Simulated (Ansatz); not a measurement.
Geometry optimisation of [B(NMe2)H3]- (C₂H₉BN⁻).

```yaml
crystal:
  periodic: [false, false, false]
  atoms:
    - {symbol: B, position_ang: [-0.034440, -0.069770, -1.473320]}
    - {symbol: N, position_ang: [0.221670, 0.412970, -0.005910]}
    - {symbol: C, position_ang: [1.081410, -0.462280, 0.728090]}
    - {symbol: C, position_ang: [-0.984850, 0.647870, 0.723850]}
    - {symbol: H, position_ang: [1.341050, -0.028800, 1.713520]}
    - {symbol: H, position_ang: [2.000820, -0.611660, 0.163310]}
    - {symbol: H, position_ang: [0.641260, -1.467880, 0.925490]}
    - {symbol: H, position_ang: [-1.612780, 1.335290, 0.157720]}
    - {symbol: H, position_ang: [-1.584110, -0.273640, 0.915560]}
    - {symbol: H, position_ang: [-0.769430, 1.100790, 1.710530]}
    - {symbol: H, position_ang: [1.041250, -0.180960, -2.040340]}
    - {symbol: H, position_ang: [-0.724330, 0.761310, -2.042290]}
    - {symbol: H, position_ang: [-0.617540, -1.163230, -1.476220]}
basis:
  gaussian: {orbitals: def2-SVPD}
total_charge: -1
hamiltonian: {xc: pbe0, dispersion: d4}
scf: {lower_state_search: "off"}
output: {orbitals: {seedname: orbitals}}
relax: {f_tol: 0.02, max_steps: 100}
```

```sh
$ ansatz run in.yaml --threads 4 --pin off --events-out ev --progress --plain --max-ram 3916MiB
```

Shortened log:

```
Functional definition: PBE0
mean field -4379.20609362 eV, -160.9328556080 hartree, gradient 5.2e-6 eV, S^2 0.000000; 0 other end points of the search recorded, 0 dependent functions left out
relax step   1: F+E_penalty+E_count = -4379.42356256 eV  Δ(F+E_penalty+E_count) = +0.000e0 eV  max|allowed force component| = 6.997e-1 eV/Å  Δτ_max = 0.0000 Å  (16 SCF iters, accepted)
mean field -4379.23548791 eV, -160.9339358284 hartree, gradient 1.3e-6 eV, S^2 0.000000; 0 other end points of the search recorded, 0 dependent functions left out
relax step   2: F+E_penalty+E_count = -4379.45303760 eV  Δ(F+E_penalty+E_count) = -2.948e-2 eV  max|allowed force component| = 3.642e-1 eV/Å  Δτ_max = 0.0234 Å  (20 SCF iters, accepted)
mean field -4379.23974238 eV, -160.9340921770 hartree, gradient 1.3e-6 eV, S^2 0.000000; 0 other end points of the search recorded, 0 dependent functions left out
relax step   3: F+E_penalty+E_count = -4379.45772457 eV  Δ(F+E_penalty+E_count) = -4.687e-3 eV  max|allowed force component| = 4.980e-2 eV/Å  Δτ_max = 0.0129 Å  (20 SCF iters, accepted)
mean field -4379.23991048 eV, -160.9340983547 hartree, gradient 1.2e-6 eV, S^2 0.000000; 0 other end points of the search recorded, 0 dependent functions left out
relax step   4: F+E_penalty+E_count = -4379.45791081 eV  Δ(F+E_penalty+E_count) = -1.862e-4 eV  max|allowed force component| = 1.412e-2 eV/Å  Δτ_max = 0.0029 Å  (21 SCF iters, accepted)
Total energy: -4379.45795046 eV, -160.9421111762 hartree
Atom 0 at    -0.029496    -0.060719    -1.462753 Å, force    -0.000651    -0.000775     0.000548 eV/Å
Atom 1 at     0.219400     0.408464    -0.007443 Å, force    -0.001461    -0.002887     0.014124 eV/Å
Atom 2 at     1.086603    -0.455677     0.728502 Å, force    -0.002559     0.006795    -0.006339 eV/Å
Atom 3 at    -0.982165     0.655921     0.724255 Å, force     0.007250     0.001579    -0.005655 eV/Å
Atom 4 at     1.338463    -0.035552     1.725524 Å, force    -0.002249     0.000088    -0.002235 eV/Å
Atom 5 at     2.025078    -0.611557     0.174219 Å, force    -0.003451     0.001234     0.001796 eV/Å
Atom 6 at     0.645369    -1.472681     0.910351 Å, force     0.001813     0.000661    -0.000242 eV/Å
Atom 7 at    -1.627882     1.352459     0.167355 Å, force     0.002768    -0.002395     0.001508 eV/Å
Atom 8 at    -1.587858    -0.272820     0.904902 Å, force    -0.000344     0.001567    -0.000165 eV/Å
Atom 9 at    -0.773834     1.098453     1.721633 Å, force     0.001174    -0.001773    -0.002471 eV/Å
Atom 10 at     1.057318    -0.196137    -2.058307 Å, force    -0.003725     0.001704     0.002795 eV/Å
Atom 11 at    -0.743550     0.767778    -2.060950 Å, force     0.003930    -0.001800     0.002499 eV/Å
Atom 12 at    -0.627465    -1.177921    -1.467297 Å, force    -0.002494    -0.003998    -0.006162 eV/Å
Dipole moment:     0.071525     0.137823     1.133863 e Å
Checks for a lower state left out: stability, starts, cluster_reference, orbital_swaps, neighbouring_geometries, increment
```

Hardware: 4 threads of Arm Neoverse V2 on a shared host. Wall time 6.5 s.
